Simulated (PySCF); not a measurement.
Exercise with solution: oscillator strength and radiative lifetime

CHF, SMILES [CH]F (connectivity only; charge and spin as stated), neutral, multiplicity 1.

Coordinates come from a PBE-D3(BJ)/def2-TZVPD optimisation. The isomer is the one that the SMILES or the coordinates give; other isomers of the formula were not compared.

PySCF with TDDFT-LC-ωPBE/def2-TZVPD puts the first singlet state with f over 0.02 at 7.10 eV (vertical), with the transition dipole (0.651, -0.180, 0.000) in atomic units.

Problem. Find the oscillator strength, the wavelength and the radiative lifetime that this transition would have in vacuum if emission retraced absorption.

Solution. 
|μ|² = 0.4562 au, so |μ| = 1.72 D. ΔE = 7.10/27.211 = 0.2609 hartree. f = (2/3) ΔE |μ|² = 0.079 (the program prints 0.079).
λ = 1239.84/7.10 = 175 nm; ν = 57265 cm⁻¹.
Einstein's coefficient A = 0.6670 ν² f s⁻¹ (ν in cm⁻¹) = 1.7e8 s⁻¹, so τ = 1/A = 5.8 ns. This state is S2; the lower singlet has f = 0.005. The figure is the radiative limit of this one transition; relaxation, internal conversion, crossing to triplets and a medium change what is measured.
